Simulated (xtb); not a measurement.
hexa-1,5-diene (C6H10), SMILES C(=C)CCC=C. All values are semi-empirical tight-binding results from xtb (GFN2-xTB unless named), good for trends rather than for accurate numbers. Geometry optimised at GFN2-xTB. Other conformers were not sampled.

Optimised geometry:

Bonded distances (Å): C1–C2 1.319, C1–H7 1.078, C1–H8 1.077, C2–C3 1.496, C2–H9 1.082, C3–C4 1.532, C3–H10 1.092, C3–H11 1.093, C4–C5 1.499, C4–H12 1.096, C4–H13 1.094, C5–C6 1.320, C5–H14 1.084, C6–H15 1.077, C6–H16 1.076. Angles (°): C2–C1–H7 121.8, C2–C1–H8 122.1, H7–C1–H8 116.1, C1–C2–C3 124.3, C1–C2–H9 120.3, C3–C2–H9 115.4, C2–C3–C4 111.7, C2–C3–H10 109.4, C2–C3–H11 109.8, C4–C3–H10 109.0, C4–C3–H11 109.2, H10–C3–H11 107.7, C3–C4–C5 116.0, C3–C4–H12 108.9, C3–C4–H13 108.8, C5–C4–H12 107.6, C5–C4–H13 108.4, H12–C4–H13 106.7, C4–C5–C6 127.5, C4–C5–H14 113.4, C6–C5–H14 119.1, C5–C6–H15 121.3, C5–C6–H16 123.1, H15–C6–H16 115.7.
Charge 0, spin multiplicity 1.

Question: Estimate the properties. (Estimate from the structure and the level; the computed values follow.)

Answer: 
| Item | Value |
|---|---|
| orbital gap | 5.32 eV |
| dipole moment | 0.54 D |
| zero-point energy | 87.3 kcal/mol |
| G − E(el) at 298.15 K (modified RRHO) | 67.6 kcal/mol |
| static polarisability (D4 model) | 73.6 bohr³ |
| solvation energy, GFN2-xTB/ALPB(water) | -0.6 kcal/mol |
| solvation energy, GFN2-xTB/ALPB(methanol) | -4.7 kcal/mol |

Question: Give the IR lines (harmonic; lines under 4 % of the strongest left out, lines within 3 cm⁻¹ merged). (The exact figures need the calculation; the answer reports its results.)

Answer: ν (cm⁻¹): 554 (w), 852 (m), 869 (w), 895 (m), 901 (w), 947 (w), 1020 (w), 1023 (m), 1035 (m), 1146 (w), 1466 (w), 1720 (m), 1724 (m), 2925 (s), 2953 (w), 2963 (vs), 2982 (s), 3037 (s), 3067 (m), 3093 (s), 3108 (m), 3120 (vs), 3128 (vs) (against the strongest line: vs over 80 %, s over 45 %, m over 15 %, w over 4 %, vw less)

Question: Give the atomic charges and the Wiberg bond orders between heavy atoms. (An estimate is asked for; the answer gives what the named calculation found.)

Answer: charges (e) C1 -0.10, C2 -0.03, C3 -0.06, C4 -0.05, C5 -0.03, C6 -0.09, H7 0.03, H8 0.03, H9 0.04, H10 0.04, H11 0.04, H12 0.04, H13 0.04, H14 0.03, H15 0.03, H16 0.04. Bond orders C1–C2 1.98, C2–C3 1.03, C3–C4 0.99, C4–C5 1.03, C5–C6 1.98.
